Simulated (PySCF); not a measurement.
Telling isomers of C$_{5}$H$_{9}$NO$_{2}$Si apart by NMR

Theory: GFN2-xTB structure, shielding tensors at PBE0/pcSseg-1 (GIAO), in PySCF 2.14.0 with density-fitted response routines (one conformer, one averaged value for each set of equivalent atoms, isolated molecule, non-relativistic Hamiltonian).

Chemical shifts δ = σref − σ; 1H (σ = 31.72 ppm), 13C (σ = 186.93 ppm) against TMS, all at this level. Where no couplings were computed, multiplicities follow the n + 1 count of equivalent neighbours, and m marks all less simple cases (inequivalent or close neighbours, rings, F or P nearby). Acid and N–H amide carbonyl carbons lie up to 10 ppm further downfield in solution (hydrogen bonding). Shifts are as computed. Against solution values, carbons near 30 ppm lie about +3 ppm off and those near 130 ppm about +5 ppm. Of 1309 compounds with measured shifts, 239 miss one by over three times the rms of a fit or turn the order of signals round; such compounds aren't used in these exercises. OH and NH positions are gas-phase values without hydrogen bonding to other molecules.

(1) Tabulate the signals of `C=CO[SiH2]CC(=O)N=C`, `C=CC(=O)N[SiH2]C(C)=O`, `CCc1nocc1O[SiH3]`, `C=C([SiH2]N)C(=O)CC=O` and their relative energies.

(2) What is the quickest way to tell C=CO[SiH2]CC(=O)N=C from CCc1nocc1O[SiH3]?

(3) What is the quickest way to tell C=CO[SiH2]CC(=O)N=C from C=CC(=O)N[SiH2]C(C)=O?

(4) What is the quickest way to tell C=CC(=O)N[SiH2]C(C)=O from CCc1nocc1O[SiH3]?

Results:

(1) 
| SMILES | carbon types | δC | δH | E rel. (kcal/mol) |
| --- | --- | --- | --- | --- |
| C=CO[SiH2]CC(=O)N=C | 1×C 1×CH 3×CH2 | 183.0, 156.5, 148.1, 95.4, 31.9 | 7.61 (d, 1H), 7.13 (d, 1H), 6.67 (m, 1H), 5.28 (t, 2H), 4.46 (m, 1H), 4.42 (m, 1H), 2.31 (t, 2H) | 18.7 |
| C=CC(=O)N[SiH2]C(C)=O | 2×C 1×CH 1×CH2 1×CH3 | 245.5, 174.5, 140.6, 134.8, 39.1 | 7.04 (m, 1H), 6.24 (m, 1H), 6.22 (m, 1H), 5.17 (br s, 1H), 5.06 (s, 2H), 2.46 (s, 3H) | 0.0 |
| CCc1nocc1O[SiH3] | 2×C 1×CH 1×CH2 1×CH3 | 161.8, 148.1, 146.3, 22.4, 14.8 | 8.19 (s, 1H), 5.13 (s, 3H), 2.92 (q, 2H), 1.39 (t, 3H) | 30.3 |
| C=C([SiH2]N)C(=O)CC=O | 2×C 1×CH 2×CH2 | 202.2, 200.1, 158.8, 149.4, 65.4 | 9.93 (t, 1H), 7.39 (br s, 1H), 6.96 (br s, 1H), 5.05 (s, 2H), 4.03 (d, 2H), 0.05 (br s, 2H) | 15.1 |

Energies are electronic energies at PBE0/pcSseg-1 on these geometries, without zero-point or thermal terms, each for the one conformer computed, which needn't be the lowest.

(2) Both give the same number of carbon signals, but DEPT or the intensities differ. The first has a C=N carbon (CH2) at 148.1 ppm, the second a methyl carbon (CH3) at 14.8 ppm. Their most deshielded carbons lie at 183.0 and 161.8 ppm. In the proton spectra the most deshielded non-exchanging signals are 7.61 (d, 1H) and 8.19 (s, 1H).

(3) Both give the same number of carbon signals, but DEPT or the intensities differ. The first has an sp3 CH2 bonded to Si, α to a carbonyl at 31.9 ppm, the second a carbonyl carbon (C) at 245.5 ppm. Their most deshielded carbons lie at 183.0 and 245.5 ppm. In the proton spectra the most deshielded non-exchanging signals are 7.61 (d, 1H) and 7.04 (m, 1H).

(4) Both give the same number of carbon signals, with the same numbers of each carbon type, so the positions decide. The first has a carbonyl carbon (C) at 245.5 ppm, the second an sp3 CH2 on an aromatic ring at 22.4 ppm. Their most deshielded carbons lie at 245.5 and 161.8 ppm. In the proton spectra the most deshielded non-exchanging signals are 7.04 (m, 1H) and 8.19 (s, 1H).
